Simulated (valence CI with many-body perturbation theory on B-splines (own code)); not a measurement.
Assign the levels of Fe21+

Calculated by relativistic CI+MBPT: three valence electrons over a frozen Dirac-Fock core [He], radial functions for each j: 11 s, 11 p, 9 d, 7 f, 5 g, 2 h, 1 i, with the one-electron correlation potential Σ1, the two-electron term Σ2, the three-electron term Σ3, Breit, model QED; selected CI, second order for the rest (own B-spline code, finite nucleus).

No measured spectrum was set against this ion. As an estimate, levels of excited configurations hold to 0.05 to 0.15 % of their energy, terms of the ground configuration to about 0.5 %.

```csv
No.,J,Parity,E (eV),g
1,1/2,odd,0.00,0.661
2,3/2,odd,14.66,1.330
3,1/2,even,50.13,2.634
4,3/2,even,57.02,1.725
5,5/2,even,63.61,1.574
6,3/2,even,91.31,0.824
7,5/2,even,94.14,1.220
10,3/2,even,123.07,1.307
11,3/2,odd,155.68,1.924
12,3/2,odd,173.08,0.927
13,5/2,odd,176.83,1.196
14,1/2,odd,194.64,0.661
15,3/2,odd,201.82,1.274
16,1/2,even,1006.55,2.000
```

Energies count from the lowest level. Strongly mixed levels and levels close to another of their J and parity are left out, so the numbers can have gaps.

Q: Give configuration and LS term of each level.

A: 1: 2s2 2p 2P°; 2: 2s2 2p 2P°; 3: 2s 2p2 4P; 4: 2s 2p2 4P; 5: 2s 2p2 4P; 6: 2s 2p2 2D; 7: 2s 2p2 2D; 10: 2s 2p2 2P; 11: 2p3 4S°; 12: 2p3 2D°; 13: 2p3 2D°; 14: 2p3 2P°; 15: 2p3 2P°; 16: 2s2 3s 2S.
